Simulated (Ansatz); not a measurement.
Coupled-cluster diagnostics for Mg2Br2⁺, Ansatz.

Geometry of the doublet (r2SCAN-D4/def2-SVP):

Cartesian coordinates in Å:
```
Mg 1.4959 0.0742 -0.8346
Mg -1.4963 -0.0799 0.8352
Br -0.9066 -0.0733 -1.6320
Br 0.9070 0.0790 1.6314
```

Correlated methods freeze 20 core orbitals; core or outer-core shells of Mg, Br are correlated, in sets that lack core-valence functions. In the quartet, Br3 and Br4 lie 2.95 Å apart (atoms count from 1), so these atoms are partly bonded to each other. The structure comes from a short search, and lower isomers may exist.

Geometry of the charge 1 quartet (r2SCAN-D4/def2-SVP):

```xyz
4

Mg    0.160    1.419    1.784
Mg    0.416   -1.834   -1.298
Br    0.804    0.932   -0.917
Br   -1.380   -0.517    0.431
```

Question: Estimate the CCSD(T) correlation energy, the shares of MP2 and (T), T1 and the reference's ⟨S²⟩ for: charge 1, doublet, own geometry in def2-SVP; charge 1, quartet, own geometry in def2-SVP; and the rough time on 4 threads of Intel Xeon 6975P-C on a shared host.

Answer: 
```csv
state,basis,correlation (eV),MP2 share (%),(T) share (%),T1,⟨S²⟩ (pure),wall time
"charge 1, doublet, own geometry",def2-SVP,-14.478,96.2,2.4,0.042,0.76 (0.75),14 s
"charge 1, quartet, own geometry",def2-SVP,-13.926,96.3,2.4,0.008,3.77 (3.75),12 s
```
Customary marks for T1 are 0.02 (closed shells), 0.045 (open shells) and about 0.05 (3d metals). T1 exceeds 0.02 in 1 of 2 rows and 0.045 in 0; the higher it lies, the less the single-reference result can be trusted.
